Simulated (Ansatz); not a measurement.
The cluster InAs₂⁻, 3 atoms. Hardware: 4 threads of Arm Neoverse V1 on a shared host.

In the def2 sets In takes a core potential; there is no spin–orbit coupling. Correlated methods freeze 22 core orbitals; core or outer-core shells of In, As are correlated, in sets that lack core-valence functions.

Problem. How many basis functions does each of these Ansatz runs have, and roughly what does it cost? PBE0-D4/def2-TZVPD, charge -1 singlet, energy, from earlier orbitals; PBE0-D4/def2-SVP, charge -1 quintet, energy with a search over starts; HF/STO-3G, charge -1 triplet, energy; PBE-D4/def2-TZVPD, charge -1 quintet, energy, from earlier orbitals; r2SCAN-D4/def2-TZVPD, charge -1 triplet, energy, from earlier orbitals; r2SCAN-D4/def2-TZVPD, charge -1 quintet, relaxation, 3 steps; r2SCAN-D4/def2-TZVPD, charge -1 quintet, energy, from earlier orbitals; MP2/def2-TZVPD, charge -1 quintet, energy, from earlier orbitals; RPA@PBE/def2-TZVPD, charge -1 triplet, energy, from earlier orbitals; HF/STO-3G, charge -1 quintet, energy; PBE0-D4/def2-SVP, charge 0 doublet at the geometry of the charge -1 singlet, energy with a search over starts; PBE0-D4/def2-SVP, charge -1 unrestricted singlet, energy with a search over starts.

Solution. Other jobs shared the machine, so times can vary by a factor of up to 3. A dash marks memory too small to be measured apart from the calling script's.

```
                                                                                                          run  functions  fitting or Cholesky vectors  wall time  peak host memory (GiB)
                                                                         HF/STO-3G, charge -1 quintet, energy         63                          716      2.9 s                       –
                                         PBE0-D4/def2-TZVPD, charge -1 singlet, energy, from earlier orbitals        164                         1387      3.1 s                       –
                                          PBE-D4/def2-TZVPD, charge -1 quintet, energy, from earlier orbitals        164                         1245      3.3 s                       –
                                                                         HF/STO-3G, charge -1 triplet, energy         63                          716      3.3 s                       –
PBE0-D4/def2-SVP, charge 0 doublet at the geometry of the charge -1 singlet, energy with a search over starts         90                          969      3.5 s                       –
                                        PBE0-D4/def2-SVP, charge -1 quintet, energy with a search over starts         90                          969      3.8 s                       –
                                             MP2/def2-TZVPD, charge -1 quintet, energy, from earlier orbitals        164                         1195      5.5 s                    0.56
                           PBE0-D4/def2-SVP, charge -1 unrestricted singlet, energy with a search over starts         90                          969      5.5 s                       –
                                         RPA@PBE/def2-TZVPD, charge -1 triplet, energy, from earlier orbitals        164                         1195      6.5 s                       –
                                       r2SCAN-D4/def2-TZVPD, charge -1 triplet, energy, from earlier orbitals        164                         1245        9 s                       –
                                       r2SCAN-D4/def2-TZVPD, charge -1 quintet, energy, from earlier orbitals        164                         1245      9.5 s                       –
                                                 r2SCAN-D4/def2-TZVPD, charge -1 quintet, relaxation, 3 steps        164                         1245       16 s                       –
```
